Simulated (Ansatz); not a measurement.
`OCC[AsH2]` and `OC[CH2][SnH3]` differ in one atom or group.

Ansatz, PBE0-D4/def2-TZVP geometries, multiplicity 1. Each molecule was computed in one conformer, which needn't be the lowest.

Elements past krypton have def2 core potentials. Scalar relativity is left out up to krypton.

```json
{"property": "HOMO–LUMO gap (B3LYP/def2-TZVPP) / eV", "`OCC[AsH2]`": "7.23"}
{"property": "HOMO energy (PBE/def2-TZVPP) / eV", "`OCC[AsH2]`": "-5.94"}
{"property": "HOMO energy (ωB97M-V/def2-TZVPP) / eV", "`OCC[AsH2]`": "-9.23"}
{"property": "HOMO energy (PBE0/def2-TZVPP) / eV", "`OCC[AsH2]`": "-7.06"}
{"property": "size of the dipole moment (ωB97M-V/def2-TZVPP) / D", "`OCC[AsH2]`": "2.21"}
{"property": "LUMO energy (PBE0/def2-TZVPP) / eV", "`OCC[AsH2]`": "0.65"}
```

(1) What does the change do to each property? (An estimate is asked.)

Answers

(1) Ansatz gave: 
```tsv
property	`OC[CH2][SnH3]`	shift
HOMO–LUMO gap (B3LYP/def2-TZVPP) / eV	7.71	0.48
HOMO energy (PBE/def2-TZVPP) / eV	-6.24	-0.30
HOMO energy (ωB97M-V/def2-TZVPP) / eV	-10.38	-1.15
HOMO energy (PBE0/def2-TZVPP) / eV	-7.92	-0.86
size of the dipole moment (ωB97M-V/def2-TZVPP) / D	1.22	-0.99
LUMO energy (PBE0/def2-TZVPP) / eV	0.29	-0.36
```

With PBE0 the HOMO falls by 0.86 eV and the LUMO falls by 0.36 eV, so the gap widens by about 0.50 eV. PBE moves the HOMO by -0.30 eV and ωB97M-V by -1.15 eV. Dipoles are sizes alone; their direction can turn.

B3LYP here is the variant with VWN-RPA as its local correlation; programs differ in this.
